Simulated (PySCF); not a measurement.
**EPR parameters of C6H8ClO**

Compound: C₆H₈ClO (doublet state).
Atom-mapped SMILES: `[OH:1][C@@:2]12[CH:3][C@@H:4]([Cl:5])[CH2:6][C@@H:7]1[CH2:8]2` (hydrogens: H9 on O1; H10 on C3; H11 on C4; H12, H13 on C6; H14 on C7; H15, H16 on C8)

Cartesian coordinates in Å at the GFN2-xTB level; atoms count from 1:
```xyz
16
C6H8ClO angstrom
O     -1.3043    1.7250    0.9726
C     -0.7128    0.7426    0.1993
C      0.4166    1.0405   -0.6562
C      1.3784   -0.0364   -0.6722
Cl     2.8696    0.5041    0.3889
C      0.7295   -1.2443    0.0106
C     -0.5285   -0.7102    0.6663
C     -1.6492   -0.3691   -0.2562
H     -0.6174    2.2454    1.4058
H      0.6356    2.0302   -1.0121
H      1.8760   -0.2400   -1.6175
H      1.4012   -1.6934    0.7400
H      0.4892   -2.0014   -0.7387
H     -0.7491   -0.9862    1.6850
H     -1.5993   -0.6865   -1.2859
H     -2.6431   -0.3114    0.1591
```

The hyperfine couplings belong to this conformer and change with its torsions.

Level of theory: UKS B3LYP, pcH-1 on C Cl H O, non-relativistic, mean-field spin-orbit, GIAO (PySCF). One conformer (not necessarily the lowest) at the GFN2-xTB geometry, without solvent, vibrations or thermal averaging. The geometry wasn't refined by DFT: couplings that depend on bond lengths, twists or pyramidal angles can differ widely from those at the functional's own minimum. No stability test was run, so a lower SCF solution isn't excluded.

* g1, g2, g3: 2.00091, 2.00227, 2.00639
* g_iso: 2.00319
* Form of g: rhombic: the two nearest values differ by 25 % of g3 − g1
* ⟨S²⟩: 0.7558 (exact 0.7500)
* α and β electrons: 35, 34
* HOMO–LUMO gap, α and β orbitals: 5.70, 4.57 eV
* Total energy: -768.81259 Eh
* Basis functions: 290

Isotropic coupling and dipolar principal values T1 to T3, in mT; ρ(0) is the spin density at the nucleus (MHz turned into mT with g_iso):

```
atom  isotope  a_iso  of which spin–orbit     T1     T2    T3  Mulliken spin population  ρ(0) (bohr⁻³)
  O1      17O  -0.43                 0.00  -0.29   0.10  0.18                      0.01         0.0197
  C2      13C  -1.15                 0.00  -0.09   0.03  0.06                     -0.07        -0.0287
  C3      13C   2.64                 0.00  -2.40  -2.38  4.77                      0.83         0.0659
  C4      13C   1.42                 0.00  -0.18   0.01  0.17                     -0.06         0.0356
 Cl5     35Cl   1.71                 0.04  -1.11  -1.06  2.18                      0.15         0.1071
  C6      13C  -0.04                 0.00  -0.04  -0.02  0.05                      0.00        -0.0009
  C7      13C   0.49                 0.00  -0.26  -0.23  0.49                      0.06         0.0122
  C8      13C   1.88                 0.00  -0.32  -0.31  0.63                      0.08         0.0468
  H9       1H  -0.02                 0.00  -0.16  -0.05  0.21                      0.01        -0.0001
 H10       1H  -1.89                 0.00  -1.12  -0.04  1.16                     -0.03        -0.0118
 H11       1H   1.36                 0.00  -0.20  -0.06  0.26                      0.01         0.0085
 H12       1H   0.14                 0.00  -0.08  -0.03  0.11                      0.00         0.0009
 H13       1H  -0.13                 0.00  -0.08  -0.06  0.13                      0.00        -0.0008
 H14       1H  -0.04                 0.00  -0.14  -0.06  0.20                      0.00        -0.0002
 H15       1H  -0.22                 0.00  -0.22  -0.04  0.26                      0.00        -0.0014
 H16       1H   0.61                 0.00  -0.17  -0.06  0.23                      0.01         0.0038
```

Largest spin populations (Mulliken): C3 (+0.83), Cl5 (+0.15), C8 (+0.08) and C2 (-0.07). The positive populations add up to 1.16 and the negative ones to -0.16, together 2S = 1. The angles at C3 add up to 358.1°, so it is nearly planar; its axial dipolar tensor and the negative coupling of its proton fit spin in a p orbital normal to that plane.

Axes: g2 points within 12° of the C4–Cl5 bond.

Under fast tumbling the dipolar parts average out, and these isotropic splittings remain (the largest six): 1 × 1H (H10, I = 1/2, 2 lines) with 1.89 mT, 1 × 35Cl (Cl5, I = 3/2, 4 lines) with 1.71 mT, 1 × 1H (H11, I = 1/2, 2 lines) with 1.36 mT, 1 × 1H (H16, I = 1/2, 2 lines) with 0.61 mT, 1 × 1H (H15, I = 1/2, 2 lines) with 0.22 mT and 1 × 1H (H12, I = 1/2, 2 lines) with 0.14 mT.

Main isotope only: 35Cl (natural samples also hold 24 % 37Cl, magnetic too, which adds its own pattern).

The 17O coupling of O1 (-12.0 MHz) shows only in satellite lines or after enrichment, since that isotope makes up about 0.038 % of natural oxygen.

The 13C coupling of C3 (74.1 MHz) shows only in satellite lines or after enrichment, since that isotope makes up about 1.07 % of natural carbon.
